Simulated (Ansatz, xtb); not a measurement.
Two isomers of F2H6PSi2+

Structure a is `F[SiH](F)[PH2+][SiH3]`, a singlet and structure b is `F[SiH](F)[SiH2][PH3+]`, a singlet. Both are isolated ions in the gas phase, relaxed with B3LYP/6-31G*; each stands in its lowest conformer found.

Estimate which is lower in electronic energy at CCSD(T)/def2-SVP + ΔMP2/def2-TZVPP, and by roughly how much.

The CCSD(T)/def2-SVP + ΔMP2/def2-TZVPP calculation puts structure a lower, by 6.0 kcal/mol.

Level by level:

```tsv
level	geometry	E(b) − E(a) (kcal/mol)	departure from the last row (kcal/mol)	job, with rough time for the two
GFN2-xTB	GFN2-xTB	+11.4	+5.4	optimisation, 0.78 s
HF/STO-3G	GFN2-xTB	+12.4	+6.5	single point, 0.7 s
r2SCAN-D4/def2-SVP	GFN2-xTB	+6.4	+0.4	single point, 5 s
B3LYP/6-31G*	B3LYP/6-31G*	+5.7	−0.3	optimisation, 97 s
HF/def2-SVP	B3LYP/6-31G*	+5.6	−0.4	part of the CCSD(T) run
MP2/def2-SVP	B3LYP/6-31G*	+6.0	0.0	part of the CCSD(T) run
CCSD(T)/def2-SVP	B3LYP/6-31G*	+5.2	−0.8	single point
CCSD(T)/def2-SVP + ΔMP2/def2-TZVPP	B3LYP/6-31G*	+6.0		single point, 46 s
```

As drawn, b has 1 Si–Si, 1 P–H in place of 1 P–Si, 1 Si–H.

The levels shown agree on the order. The largest departure from CCSD(T)/def2-SVP + ΔMP2/def2-TZVPP is that of HF/STO-3G, 6.5 kcal/mol. The last row adds to CCSD(T) the change of the MP2 difference between the two basis sets, here +0.8 kcal/mol.

With harmonic frequencies from B3LYP/6-31G* (ideal gas, rigid rotor, one conformer each, 400 K, 1 atm): on the last row, ΔE + ΔZPE = +6.5 kcal/mol. A mode under 50 cm⁻¹ makes harmonic enthalpies and free energies unreliable, so none is given.

The correlated steps freeze 17 core orbitals. Codes used: Ansatz 0.2.0, xtb 6.7.1; the last row on 2 threads of Intel(R) Xeon(R) Platinum 8259CL CPU @ 2.50GHz (Skylake/Cascade Lake) on a shared host.
